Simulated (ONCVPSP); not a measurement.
# aluminium (Al): excitation energies, all-electron against ONCV

| Item | Value |
| --- | --- |
| Element | aluminium (Al) |
| Generator | ONCVPSP 4.0.1 |
| Type | optimised norm-conserving Vanderbilt (ONCV) |
| Functional | PBE |
| Relativity | scalar-relativistic |
| Frozen core | [He] |
| Valence charge | 11 |
| Reference configuration | 2s2 2p6 3s2 3p1 |
| Partial waves | 2s+3s: rc 1.05 bohr, ncon 4, nbas 9, qcut 9.3 1/bohr, 3 projectors, debl 4 Ha; 2p+3p: rc 1.20 bohr, ncon 4, nbas 7, qcut 9.2 1/bohr, 2 projectors |
| Local potential | polynomial inside 0.85 bohr (lpopt 1, dvloc0 2 Ha) |
| Core correction | Teter function, fcfact 3.75, rcfact 1.2 |

Energies are relative to the spin-unpolarised reference configuration 2s2 2p6 3s2 3p1; without spin polarisation the order of configurations can differ from experiment. Not all tests gave a result: 1 of 4 tests not solved or not reliable.

```tsv
valence configuration	charge	ΔE all-electron (eV)	error AE − PS (meV)
2s2 2p6 3s2 3p0	+1	5.761	+0.3
2s2 2p6 3s1 3p0	+2	24.987	-0.8
2s2 2p6 3s0 3p3	0	10.451	-3.2
```
